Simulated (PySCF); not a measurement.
**Working out the ionisation energy of Co⁺**

Co⁺ [Ar] 3d8 (3F) → Co²⁺ [Ar] 3d7 (4F). Computed with PySCF 2.14 in x2c-TZVPPall (6s5p4d2f1g, 64 functions), with the spin-free X2C one-electron Hamiltonian (Gaussian nucleus). Frozen: [Ne]. Energies in hartree (1 hartree = 27.21139 eV):

```
             part   Co⁺ (lower)  Co²⁺ (upper)
              UHF  -1391.566955  -1391.045047
MP2 opposite-spin     -0.420355     -0.339332
    MP2 same-spin     -0.205710     -0.164576
```

Task: What does Hartree-Fock give?

Result: (-1391.045047) − (-1391.566955) = 0.521908 hartree = 14.202 eV.

Task: What do MP2 and SCS-MP2 (6/5 opposite-spin, 1/3 same-spin) give?

Result: The opposite-spin parts differ by 2.205 eV and the same-spin parts by 1.119 eV. MP2: 14.202 + (2.205) + (1.119) = 17.526 eV. SCS-MP2: 14.202 + 1.2 × (2.205) + (1.119)/3 = 17.221 eV.

A first-order spin-orbit estimate adds -0.010 eV to MP2 (valence and next inner shell), giving 17.516 eV against 17.084 eV (measured; NIST Atomic Spectra Database, ionization energies).

What remains against the reference includes basis incompleteness, the frozen core and correlation beyond second order.
